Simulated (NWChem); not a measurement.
System: AlH$_{2}$Cl; SMILES [Cl][AlH2]

```xyz
4

Al     0.0000     0.0000     1.0857
H      0.0000    -1.4122     1.8182
H      0.0000     1.4122     1.8182
Cl     0.0000     0.0000    -1.0340
```
Atoms are numbered in this order, from 1.

All runs use the structure optimised with PBE-D3(BJ)/def2-SVP.

Problem. Split the isotropic spin-spin couplings (Hz) from PBE0/pcJ-1 (NWChem) into Fermi-contact, spin-dipolar, paramagnetic and diamagnetic spin-orbit terms, for the pairs 1–3, 2–3.

Solution. 
```csv
pair,FC,SD,PSO,DSO,total
27Al(1)–1H(3),366.58,0.65,-1.53,0.14,365.85
1H(2)–1H(3),59.98,0.03,1.08,-2.26,58.83
```
